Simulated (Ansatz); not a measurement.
`[NH]=[Ta]([NH2])([Cl])[Cl]` and `[NH]=[Ta]([NH2])([OH])[Cl]` differ in one atom or group.

Ansatz, PBE0-D4/def2-TZVP geometries, multiplicity 1. Each molecule was computed in one conformer, which needn't be the lowest.

Elements past krypton have def2 core potentials.

| property | `[NH]=[Ta]([NH2])([Cl])[Cl]` |
| --- | --- |
| ideal-gas entropy at 298 K and 1 bar (rigid rotor, harmonic PBE0-D4/def2-TZVP) / J/(mol·K) | 376 |
| LUMO energy (B3LYP/def2-TZVPP) / eV | -1.73 |
| HOMO energy (PBE0/def2-TZVPP) / eV | -8.09 |
| HOMO–LUMO gap (PBE/def2-TZVPP) / eV | 4.43 |
| HOMO–LUMO gap (ωB97M-V/def2-TZVPP) / eV | 10.87 |
| LUMO energy (PBE0/def2-TZVPP) / eV | -1.52 |

Q: Give the same properties after the change, and the shifts. (An estimate is asked.)

A: Ansatz gave: 
```csv
property,`[NH]=[Ta]([NH2])([OH])[Cl]`,shift
"ideal-gas entropy at 298 K and 1 bar (rigid rotor, harmonic PBE0-D4/def2-TZVP) / J/(mol·K)",372,-4
LUMO energy (B3LYP/def2-TZVPP) / eV,-0.83,0.90
HOMO energy (PBE0/def2-TZVPP) / eV,-7.79,0.30
HOMO–LUMO gap (PBE/def2-TZVPP) / eV,5.00,0.57
HOMO–LUMO gap (ωB97M-V/def2-TZVPP) / eV,11.30,0.43
LUMO energy (PBE0/def2-TZVPP) / eV,-0.60,0.92
```

With PBE0 the HOMO rises by 0.30 eV and the LUMO rises by 0.92 eV, so the gap widens by about 0.62 eV. PBE moves the HOMO by 0.30 eV and ωB97M-V by 0.27 eV. The zero-point energy changes by 30.8 kJ/mol with +3 modes.

B3LYP here is the variant with VWN-RPA as its local correlation; programs differ in this.
